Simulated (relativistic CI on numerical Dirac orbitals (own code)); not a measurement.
## Crystal-field levels of Hg³⁺, 5d9

Calculated by Dirac-Coulomb-Breit CI, separate exchange-only KLI orbitals for each configuration, a model potential for QED, valence Slater integrals scaled by 0.7, one configuration in a parametric crystal field (own radial code).

Field parameters in Wybourne normalisation: D3d B²₀ = −7Dσ, B⁴₀ = −14Dq − 21Dτ, B⁴₃ = −14√(10/7) Dq. The field is a parameter set, without covalency.

S is read from ⟨S²⟩ = S(S + 1).

Levels (cm⁻¹, degeneracy): 0 (2), 427 (2), 32675 (2), 41657 (2), 44526 (2).

Q: Which field gives this pattern?
A. D3d, 10Dq = 36900, Dσ = 980, Dτ = 80 cm⁻¹
B. D3d, 10Dq = 36900, Dσ = -550, Dτ = 80 cm⁻¹
C. D3d, 10Dq = 36900, Dσ = -760, Dτ = 80 cm⁻¹
D. D3d, 10Dq = 36900, Dσ = 760, Dτ = 80 cm⁻¹

A: A. D3d, 10Dq = 36900, Dσ = 980, Dτ = 80 cm⁻¹, ground level with S = 0.50.
